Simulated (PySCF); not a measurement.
# B²⁺: excitation energy

B²⁺ [He] 2s1 (2S) → B²⁺ [He] 2p1 (2P), as a difference of total energies. Computed with PySCF 2.14 in x2c-TZVPPall, with the spin-free X2C one-electron Hamiltonian (Gaussian nucleus). Correlated levels: valence and next inner shell: nothing frozen. The calculations carry no spin-orbit coupling.

```tsv
method	excitation energy (eV)
UHF	6.053
MP2 (valence and next inner shell)	6.034
SCS-MP2 (valence and next inner shell)	6.040
CCSD (valence and next inner shell)	6.031
CCSD(T) (valence and next inner shell)	6.031
CCSDT (valence and next inner shell)	6.031
```

Problem. How much does correlation contribute at CCSD(T) (valence and next inner shell)?

Solution. 6.031 − (6.053) = -0.022 eV, measured against UHF.

The basis was made for the ground configuration and has no added diffuse functions, so the excitation energy can come out too high.
